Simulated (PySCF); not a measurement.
Species: CH₆F₂NSi₂ (doublet state).
Numbering: `[F:1][C:2]([F:3])[N:4]([SiH3:5])[SiH3:6]` (hydrogens: H7, H8, H9 on Si5; H10, H11, H12 on Si6)

Structure used (GFN2-xTB), in Å, numbered top down from 1:
```xyz
12
CH6F2NSi2 angstrom
F     -1.8410   -1.5664    0.1224
C     -0.6470   -1.2910   -0.4625
F      0.1386   -2.3919   -0.3443
N     -0.0784   -0.1019   -0.1569
Si     1.6785   -0.0487   -0.2678
Si    -1.1865    1.1466    0.4040
H      2.0278   -0.6134   -1.5689
H      2.2350   -0.8330    0.8330
H      1.9830    1.3721   -0.1627
H     -2.2877    1.1793   -0.5549
H     -1.6451    0.7907    1.7455
H     -0.3759    2.3569    0.3871
```

The hyperfine couplings belong to this conformer and change with its torsions.

Method used: PySCF, UKS B3LYP, pcH-1 on C F H N Si, non-relativistic, mean-field spin-orbit, GIAO. Geometry: GFN2-xTB, one conformer, isolated molecule. A GFN2-xTB geometry isn't a minimum of the functional, and hyperfine couplings can be far from their values at a DFT geometry. Stability of the SCF solution: not tested.

Principal values of hyperfine tensors in MHz (contact, dipolar and spin–orbit terms together), for some of the nuclei:

| atom | isotope | A1 | A2 | A3 | alike by the symmetry of this geometry |
| --- | --- | --- | --- | --- | --- |
| C2 | 13C | 471.76 | 472.35 | 673.02 | none |
| F1 | 19F | 212.01 | 228.78 | 763.21 | F3 |
| N4 | 14N | 22.53 | 23.25 | 43.44 | none |
| H7 | 1H | 2.69 | 3.07 | 10.54 | H10 |
| Si5 | 29Si | 2.60 | 4.99 | 6.14 | Si6 |
| H9 | 1H | -4.30 | -3.91 | 0.95 | H12 |

(1) Split each tensor into its isotropic and traceless parts, and turn a_iso into mT with g = 2.0033.

(2) What spin density at the nucleus of Si5 lies behind its contact coupling (g_N = -1.11058)?

(3) H11 (1H, g_N = 5.58569) isn't in the table. Its spin density at the nucleus is 0.003155 bohr⁻³. What is its contact coupling?

(4) Which nucleus of the table has the largest anisotropic coupling, and what is its form?

Answers

(1) a_iso = (A1 + A2 + A3)/3, Ti = Ai − a_iso; 1 mT corresponds to 28.039 MHz. The tensors hold a spin–orbit part: the run splits a_iso into a_FC + a_SO, and T includes its anisotropic share.

```tsv
atom	a_iso (MHz)	a_FC	a_SO	a_iso (mT)	T1	T2	T3
C2	539.04	539.01	0.03	19.225	-67.28	-66.70	133.98
F1	401.33	400.51	0.82	14.313	-189.33	-172.55	361.88
N4	29.74	29.74	0.00	1.061	-7.21	-6.49	13.70
H7	5.43	5.43	0.00	0.194	-2.74	-2.36	5.11
Si5	4.58	4.57	0.01	0.163	-1.98	0.41	1.57
H9	-2.42	-2.42	0.00	-0.086	-1.88	-1.49	3.37
```

(2) a_FC = (2μ0/3) gₑ μB g_N μN ρ(0)/(2S·h) = 800.24 MHz × g_N × ρ(0)/(2S), with ρ in bohr⁻³. With a_FC = 4.57 MHz and 2S = 1, ρ(0) = -0.00514 bohr⁻³. The nuclear moment is negative, so coupling and spin density have opposite signs.

(3) By the same relation, a_FC = 14.10 MHz. Its full tensor has the principal values 12.25, 12.63, 17.44 MHz.

(4) F1: -189.3, -172.6, 361.9 MHz (the dipolar term alone has -189.9, -173.0, 362.9), nearly axial, close to the ratio −1:−1:+2.

On an Arm Neoverse V1 with one thread, no GPU (shared host), this took 49 s wall (grids of density and orbitals included) and 0.87 GiB of memory at its peak.
